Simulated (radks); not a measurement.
Spherical quantum dot in the effective-mass picture: electrons in a hard-walled sphere of radius 6.81, with a point charge +1 (a donor) at the centre, all in effective atomic units (hartree* = m*/eps^2 hartree, bohr* = eps/m* bohr), one dielectric constant everywhere. Calculated with a radial shooting solver with Libxc functionals: non-relativistic Kohn-Sham, r2SCAN, spin-polarised, spherical densities, generalised Kohn-Sham scheme. Levels are named by radial order and angular momentum (1s, 1p, 1d, 2s, ...), and open shells are averaged over m. Results are scaled to m* = 0.045 and eps = 15.7, for which hartree* = 4.968 meV and bohr* = 18.46 nm.

N = 11, configuration 1s2 1p6 1d(up 2, down 0) 2s(up 1, down 0). This is the lowest configuration that the search found. Occupied levels:

level,occupation,eigenvalue (meV),<r> (nm)
1s up,1,9.1740,68.95
1s down,1,9.3610,78.82
1p up,3,9.5976,87.18
1p down,3,9.7306,85.79
2s up,1,9.9385,47.37
1d up,2,10.121,90.12

Energy (meV): total 49.4977, kinetic 16.536, external -16.297, Hartree 61.115, exchange-correlation -11.857.

Electron density:

r (nm),n(r) (e/nm^3)
3.40,0.00003724
12.8,0.00001336
22.2,5.020e-06
31.6,2.154e-06
41.0,1.283e-06
50.4,1.192e-06
59.8,1.460e-06
69.2,1.872e-06
78.6,2.238e-06
88.0,2.311e-06
97.4,1.905e-06
107,1.097e-06
116,3.080e-07
126,3.130e-10
